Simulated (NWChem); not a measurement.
## Correlation energy of Te

SMILES: [Te]
```xyz
1

Te     0.0000     0.0000     0.0000
```
Charge 0, spin multiplicity 3.

The numbers come from NWChem runs, not from measurements.

Basis set: def2-TZVP. Each correlation energy counts from its own Hartree-Fock reference.

Effective core potentials replace the inner electrons of Te; spin-orbit coupling is left out. The correlated methods keep 4 core orbitals frozen. The stability of the SCF solutions was not checked. Open-shell Hartree-Fock references start from PBE0 orbitals. No row is a measurement; the coupled-cluster row has its own basis-set and correlation limits.

Problem. One of these methods gave a correlation energy of -400.6 mHa. Which?
A. CCSD on UHF
B. UMP2
C. CCSD[T] on ROHF
D. CCSD(T) on UHF

Solution. D, CCSD(T) on UHF. The others give -405.8 (CCSD[T] on ROHF), -394.1 (CCSD on UHF), -410.2 (UMP2).
